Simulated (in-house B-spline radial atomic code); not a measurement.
The outermost shell (largest non-relativistic mean radius) with and without relativity; Dirac values are averaged over j. Computed with a radial B-spline atomic code at the basis-set limit: non-relativistic Hartree-Fock and Dirac-Hartree-Fock, averages of the configuration (point nuclei without relativity, finite nuclei with it).

```tsv
ion	configuration	outermost shell	radius non-relativistic (bohr)	radius Dirac (bohr)	radius change (%)	level non-relativistic (eV)	level Dirac (eV)	spin-orbit splitting (eV)
Ca+	[Ar] 4s1	4s	3.7285	3.7138	-0.39462	-11.329	-11.373	-
Zn+	[Ar] 3d10 4s1	?	?	?	?	?	?	?
Kr+	[Ar] 3d10 4s2 4p5	4p	1.8428	1.8346	-0.44219	-24.913	-24.933	0.77623
Nb+	[Kr] 4d4	4d	2.0079	2.0354	1.3711	-13.749	-13.502	0.14774
Ru+	[Kr] 4d7	4d	1.6015	1.6186	1.0722	-18.130	-17.804	0.35495
Ag+	[Kr] 4d10	4d	1.3546	1.3671	0.92266	-22.458	-22.038	0.66192
Ba+	[Xe] 6s1	?	?	?	?	?	?	?
Pb+	[Xe] 4f14 5d10 6s2 6p1	6p	3.1439	3.0383	-3.3584	-13.209	-13.402	1.758
```

(1) Fill in the row of Zn+.

(2) Fill in the row of Ba+.

(3) Which member changes most?

Answers

(1) outermost shell: 4s; radius non-relativistic (bohr): 2.5663; radius Dirac (bohr): 2.5256; radius change (%): -1.5885; level non-relativistic (eV): -16.645; level Dirac (eV): -16.946.

(2) outermost shell: 6s; radius non-relativistic (bohr): 4.6929; radius Dirac (bohr): 4.539; radius change (%): -3.2785; level non-relativistic (eV): -9.082; level Dirac (eV): -9.3925.

(3) Lead (Pb+): its 6p shell contracts by 3.4 %.
